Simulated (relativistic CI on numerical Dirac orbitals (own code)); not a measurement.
# d3 in a ligand field

Computed with a parametric ligand-field model of a d^n configuration (Racah B and C, spin-orbit zeta, crystal field), exact diagonalisation.

Field parameters in Wybourne normalisation: D3d B²₀ = −7Dσ, B⁴₀ = −14Dq − 21Dτ, B⁴₃ = −14√(10/7) Dq; D4h B²₀ = −7Ds, B⁴₀ = 21(Dq − Dt), B⁴₄ = 21√(5/14) Dq; Oh B⁴₀ = 21Dq, B⁴₄ = √(5/14) B⁴₀; Td as Oh with Dq negative (B⁴₀ = 21Dq, B⁴₄ = √(5/14) B⁴₀). The field is a parameter set, without covalency.

Task: A d3 ion in Td symmetry has the ground term 4T1 and bands at 4T2 2579 cm⁻¹, 4A2 5679 cm⁻¹ (1761 nm), 4T1 15707 cm⁻¹ (637 nm), 2E 16713 cm⁻¹ (598 nm), 2T2 18339 cm⁻¹ (545 nm), 2T1 18465 cm⁻¹ (542 nm). Which parameters reproduce them?

Result: B = 910, C = 4570, ζ = 0 cm⁻¹, Td, 10Dq = -3100 cm⁻¹.

Task: Ground term and bands for B = 490, C = 1730, ζ = 0 cm⁻¹, D4h, 10Dq = 14900, Ds = -1500, Dt = -450 cm⁻¹?

Result: Ground term 4B1 with 0.00 electrons in the two orbitals of the cubic e set. Spin-allowed: 4B2 14900 cm⁻¹ (671 nm), 4E 15877 cm⁻¹ (630 nm), 4E 23030 cm⁻¹ (434 nm), 4A2 27828 cm⁻¹ (359 nm). Lowest spin-forbidden: 2E 8529 cm⁻¹ (1172 nm), 2B1 8795 cm⁻¹ (1137 nm), 2A1 8993 cm⁻¹ (1112 nm).

Task: Ground term and bands for B = 890, C = 4270, ζ = 0 cm⁻¹, Oh, 10Dq = 7000 cm⁻¹?

Result: Ground term 4A2 with 0.00 electrons in the two orbitals of the cubic e set. Spin-allowed: 4T2 7000 cm⁻¹ (1429 nm), 4T1 11811 cm⁻¹ (847 nm), 4T1 22539 cm⁻¹ (444 nm). Lowest spin-forbidden: 2E 18624 cm⁻¹ (537 nm), 2T1 19361 cm⁻¹ (516 nm), 2A1 23370 cm⁻¹ (428 nm). With an A2 ground term the first spin-allowed band lies at |10Dq| itself.

Task: Ground term and bands for B = 760, C = 2850, ζ = 0 cm⁻¹, D3d, 10Dq = 25050, Dσ = 1200, Dτ = 100 cm⁻¹?

Result: Ground term 4A2 with 0.00 electrons in the two orbitals of the cubic e set. Spin-allowed: 4A1 24146 cm⁻¹ (414 nm), 4E 25803 cm⁻¹ (388 nm), 4A2 33038 cm⁻¹ (303 nm), 4E 34291 cm⁻¹ (292 nm). Lowest spin-forbidden: 2E 13005 cm⁻¹ (769 nm), 2A2 14659 cm⁻¹ (682 nm), 2E 15038 cm⁻¹ (665 nm).

Task: A d3 ion in Oh symmetry has the ground term 4A2 and bands at 2E 8984 cm⁻¹ (1113 nm), 2T1 9320 cm⁻¹ (1073 nm), 4T2 12950 cm⁻¹ (772 nm), 2T2 13784 cm⁻¹ (725 nm), 4T1 17257 cm⁻¹ (579 nm), 4T1 27743 cm⁻¹ (360 nm). Which parameters reproduce them?

Result: B = 410, C = 1960, ζ = 0 cm⁻¹, Oh, 10Dq = 12950 cm⁻¹.
